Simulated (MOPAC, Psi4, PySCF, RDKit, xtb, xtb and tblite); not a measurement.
Two geometries of SMILES C(CO[SiH3])CC (C4H12OSi), relaxed at GFN2-xTB with one dihedral held; other torsions can differ between them too.

Structure A

```
18

C     -3.0481    -1.1757    -3.4081
C     -1.8739    -0.4566    -2.7564
C     -1.7874    -0.7598    -1.2628
C     -0.6285    -0.0261    -0.5843
O     -0.5304     1.3136    -0.9597
Si    -1.4673     2.5714    -0.5599
H     -2.9494    -2.2532    -3.2930
H     -3.9862    -0.8682    -2.9509
H     -3.0931    -0.9467    -4.4700
H     -0.9429    -0.7634    -3.2391
H     -1.9794     0.6194    -2.8973
H     -2.7228    -0.4513    -0.7877
H     -1.6609    -1.8311    -1.0985
H      0.3203    -0.4918    -0.8791
H     -0.7272    -0.1081     0.5050
H     -0.7327     3.6255    -1.2386
H     -2.8458     2.4358    -1.0456
H     -1.5360     2.7361     0.8962
```

Structure B

```
18

C      2.2080     2.1098    -2.6256
C      1.3131     1.3738    -1.6358
C      0.3796     0.3942    -2.3435
C     -0.5335    -0.3644    -1.3714
O     -1.8582    -0.4190    -1.8112
Si    -2.5139    -1.2463    -3.0377
H      2.8269     1.4058    -3.1774
H      1.6071     2.6693    -3.3390
H      2.8610     2.8062    -2.1053
H      1.9339     0.8297    -0.9198
H      0.7163     2.0976    -1.0773
H     -0.2634     0.9549    -3.0255
H      0.9607    -0.3107    -2.9405
H     -0.5583     0.1563    -0.4067
H     -0.1574    -1.3793    -1.1990
H     -3.9068    -0.8836    -2.8387
H     -1.9923    -0.8241    -4.3427
H     -2.2537    -2.6841    -2.9069
```

Which is lower in energy at the level Psi4 1.11 with B3LYP-D3(BJ)/def2-SVP // GFN2-xTB, and by how much?

A is lower, by 11.71 kJ/mol (dihedral C2–C3–C4–O5: 45° in A, 135° in B).

E(B) − E(A) in kJ/mol at the other levels, on the same two geometries: GFN2-xTB (xtb and tblite) 6.22; MMFF94 // GFN2-xTB (RDKit) 7.78; B3LYP/def2-SVP // GFN2-xTB (Psi4) 8.54; PBE/def2-SVP // GFN2-xTB (Psi4) 9.30; PBE-D3(BJ)/def2-SVP // GFN2-xTB (Psi4) 11.16; UFF // GFN2-xTB (RDKit) 10.43; PM7, restricted, heats of formation // GFN2-xTB (MOPAC) -3.60; AM1, restricted, heats of formation // GFN2-xTB (MOPAC) -0.90; GFN1-xTB // GFN2-xTB (xtb) 4.68; restricted B3LYP/6-31G*, spherical d, density fitting // GFN2-xTB (PySCF) 7.16; restricted BP86/6-31G*, spherical d, density fitting // GFN2-xTB (PySCF) 7.09; restricted B3LYP/3-21G // GFN2-xTB (PySCF) 10.88; restricted B3LYP/LANL2DZ, with its core potentials past Ne // GFN2-xTB (PySCF) 5.08.
